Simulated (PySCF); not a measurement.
The free ion Ni4+ in its d6 configuration.

Method (PySCF 2.14, density fitting): CASSCF(6,5) with orbitals averaged over all microstates of the shell, strongly contracted NEVPT2 on the averaged canonical orbitals; basis x2c-TZVPall; spin-free X2C; gas phase; spin-orbit coupling by state interaction with the mean-field operator over all roots.

(1) Which term lies lowest, and with what spin?

(2) Which is the lowest state of another spin?

(3) What are the magnetic parameters?

The job took 4.8 s on one thread of Arm Neoverse V2 (shared host), with 48 basis functions, launched as `OMP_NUM_THREADS=1 python lf_run.py task.json out`.

Answers

(1) 5D (S = 2, orbital degeneracy 5), by NEVPT2.

(2) 3H at 28125 cm⁻¹ by NEVPT2; CASSCF alone puts it at 28995 cm⁻¹ above the same ground state.

(3) The lowest spin-orbit level is 9-fold with J = 4; the next lies at 839.2 cm⁻¹. μeff is 6.73 μB at 300 K and 6.71 μB at 10 K; the free-ion value g_J√(J(J+1)) for the Hund's-rule level J = 4 is 6.71 μB.
